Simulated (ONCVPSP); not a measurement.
Configuration tests for nickel (Ni) (ONCV)

* Element: Ni
* Generator: ONCVPSP 4.0.1
* Type: optimised norm-conserving Vanderbilt (ONCV)
* Functional: PBE
* Relativity: scalar-relativistic
* Frozen core: [Ne]
* Valence charge: 18
* Reference configuration: 3s2 3p6 3d8 4s2
* Partial waves: 3s+4s: rc 1.30 bohr, ncon 4, nbas 9, qcut 7 1/bohr, 2 projectors; 3p: rc 1.10 bohr, ncon 4, nbas 7, qcut 14.4 1/bohr, 2 projectors, debl 1.2 Ha; 3d: rc 1.65 bohr, ncon 4, nbas 9, qcut 11.5 1/bohr, 3 projectors, debl 2.3 Ha
* Local potential: polynomial inside 1.05 bohr (lpopt 4, dvloc0 4 Ha)
* Core correction: Teter function, parameters optimised by the program

In the p channel the program set the typed energies aside and used -2.623, 0.250 Ha.

Energies are relative to the spin-unpolarised reference configuration 3s2 3p6 3d8 4s2; without spin polarisation the order of configurations can differ from experiment.

(1) Give the all-electron excitation energy and the error of the potential for: 3s2 3p6 3d8 4s1; 3s2 3p6 3d8 4s0; 3s2 3p6 3d7 4s0; 3s2 3p6 3d9 4s1.

Answers

(1)

```csv
valence configuration,charge,ΔE all-electron (eV),error AE − PS (meV)
3s2 3p6 3d8 4s1,+1,9.323,+0.7
3s2 3p6 3d8 4s0,+2,26.674,+3.8
3s2 3p6 3d7 4s0,+3,64.140,+23
3s2 3p6 3d9 4s1,0,-1.597,+29
```
